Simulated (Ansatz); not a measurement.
Born–Oppenheimer molecular dynamics of ClH7Si3 (11 atoms, charge 0, multiplicity 1). It starts from a relaxed structure.

Method: RKS r2SCAN-D4/STO-3G (Ansatz 0.2.0).

* ensemble: NVT, Nosé–Hoover chain
* time step: 0.5 fs
* steps asked: 100
* set temperature: 500 K
* thermostat: time constant 1 fs, chain length 1
* seed: 724385

First frame:

```xyz
11
Properties=species:S:1:pos:R:3
Si 0.088 0.118 0.041
Si -0.041 -0.114 2.288
H -1.423 -0.323 2.661
H 0.735 -1.249 2.735
H 0.436 1.075 2.955
Cl 2.134 0.367 -0.491
Si -1.090 1.842 -0.830
H -2.495 1.644 -0.544
H -0.678 3.095 -0.239
H -0.916 1.916 -2.263
H -0.301 -1.122 -0.610
```

Q: How far do the bonds stretch over the last three quarters of this one trajectory? (Pairs bonded in most of those frames.)

A: 
```csv
bond,mean (Å),spread (Å),shortest,longest
Si1–Si2,2.261,0.080,2.15,2.38
Si1–Cl6,2.134,0.017,2.11,2.16
Si1–Si7,2.262,0.029,2.23,2.34
Si1–H11,1.459,0.014,1.44,1.48
Si2–H3,1.455,0.040,1.39,1.51
Si2–H4,1.448,0.026,1.41,1.50
Si2–H5,1.455,0.047,1.38,1.52
Si7–H8,1.450,0.026,1.41,1.49
Si7–H9,1.449,0.031,1.40,1.49
Si7–H10,1.450,0.028,1.40,1.50
```

Mean temperature of the second half: 495 K. The conserved energy stayed within 0.38 meV per atom of its start (net change 0.37 meV per atom), so the integration is sound. A run of 0.05 ps of so small a system gives no equilibrium averages. Limits of this set-up: minimal basis.

Run time: 3.1 min on 1 thread of Intel(R) Xeon(R) 6975P-C (Granite Rapids), with other jobs on the host, peak memory 0.14 GiB.
